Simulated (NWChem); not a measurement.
System meant: C4H7Cl; SMILES ClCC1CC1

The following NWChem deck was run.

```
start job
memory heap 200 mb stack 900 mb global 1100 mb
geometry units angstroms noautoz
  Cl    -0.347062     1.619696     0.000000
  C      1.056273     0.506820     0.000000
  C      0.675858    -0.950629     0.000000
  C     -0.507332    -1.478557     0.751135
  C     -0.507332    -1.478557    -0.751135
  H      1.648542     0.757271     0.891899
  H      1.648542     0.757271    -0.891899
  H      1.569647    -1.586355     0.000000
  H     -0.400163    -2.430062     1.278268
  H     -1.151560    -0.747844     1.247551
  H     -1.151560    -0.747844    -1.247551
  H     -0.400163    -2.430062    -1.278268
end
basis spherical
  Cl library def2-svp
  C library def2-svp
  H library def2-svp
end
dft
  odft
  mult 2
  xc b3lyp
  iterations 150
  mulliken
end
task dft energy
```

End of the output:

```
 ==============================================================================
                                 internuclear angles
 ------------------------------------------------------------------------------
        center 1       |       center 2       |       center 3       |  degrees
 ------------------------------------------------------------------------------
    1 Cl               |   2 C                |   3 C                |   113.79
    1 Cl               |   2 C                |   6 H                |   106.29
    1 Cl               |   2 C                |   7 H                |   106.29
    3 C                |   2 C                |   6 H                |   110.88
    3 C                |   2 C                |   7 H                |   110.88
    6 H                |   2 C                |   7 H                |   108.42
    2 C                |   3 C                |   4 C                |   122.73
    2 C                |   3 C                |   5 C                |   122.73
    2 C                |   3 C                |   8 H                |   110.79
    4 C                |   3 C                |   5 C                |    60.21
    4 C                |   3 C                |   8 H                |   116.07
    5 C                |   3 C                |   8 H                |   116.07
    4 C                |   3 C                |   5 C                |    60.21
    3 C                |   4 C                |   9 H                |   118.12
    3 C                |   4 C                |  10 H                |   117.24
    5 C                |   4 C                |   9 H                |   118.83
    5 C                |   4 C                |  10 H                |   117.00
    9 H                |   4 C                |  10 H                |   114.87
    5 C                |   3 C                |   4 C                |    60.21
    3 C                |   5 C                |  11 H                |   117.24
    3 C                |   5 C                |  12 H                |   118.12
    4 C                |   5 C                |  11 H                |   117.00
    4 C                |   5 C                |  12 H                |   118.83
   11 H                |   5 C                |  12 H                |   114.87
 ------------------------------------------------------------------------------
                            number of included internuclear angles:         24
 ==============================================================================

 Summary of "ao basis" -> "" (spherical)
 ------------------------------------------------------------------------------
       Tag                 Description            Shells   Functions and Types
 ---------------- ------------------------------  ------  ---------------------
 Cl                         def2-svp                 8       18   4s3p1d
 C                          def2-svp                 6       14   3s2p1d
 H                          def2-svp                 3        5   2s1p

                                 NWChem DFT Module
                                 -----------------

 Summary of "ao basis" -> "ao basis" (spherical)
 ------------------------------------------------------------------------------
       Tag                 Description            Shells   Functions and Types
 ---------------- ------------------------------  ------  ---------------------
 Cl                         def2-svp                 8       18   4s3p1d
 C                          def2-svp                 6       14   3s2p1d
 H                          def2-svp                 3        5   2s1p

      Symmetry analysis of basis
      --------------------------

        a'         66
        a"         43

  number of electrons :                   48
  multiplicity        :                    2
 ------------------------------------------------------------------------
  no. of electrons and multiplicity not compatible                  48
 ------------------------------------------------------------------------
 ------------------------------------------------------------------------
  current input line :
    29: task dft energy
 ------------------------------------------------------------------------
 ------------------------------------------------------------------------
 There is an error in the input file
 ------------------------------------------------------------------------
 For more information see the NWChem manual at https://nwchemgit.github.io

0: no. of electrons and multiplicity not compatible:Received an Error in Communication
```

Q: Find the fault in this run and fix the input.

A: The input was rejected before any calculation. Cause: the multiplicity doesn't fit the number of electrons (an even count wants an odd multiplicity, and the reverse). This input runs:
```
start job
memory heap 200 mb stack 900 mb global 1100 mb
geometry units angstroms noautoz
  Cl    -0.347062     1.619696     0.000000
  C      1.056273     0.506820     0.000000
  C      0.675858    -0.950629     0.000000
  C     -0.507332    -1.478557     0.751135
  C     -0.507332    -1.478557    -0.751135
  H      1.648542     0.757271     0.891899
  H      1.648542     0.757271    -0.891899
  H      1.569647    -1.586355     0.000000
  H     -0.400163    -2.430062     1.278268
  H     -1.151560    -0.747844     1.247551
  H     -1.151560    -0.747844    -1.247551
  H     -0.400163    -2.430062    -1.278268
end
basis spherical
  * library def2-svp
end
dft
  xc b3lyp
  iterations 150
  mulliken
end
task dft energy
```
It converges to -616.56382 Ha (B3LYP/def2-SVP).
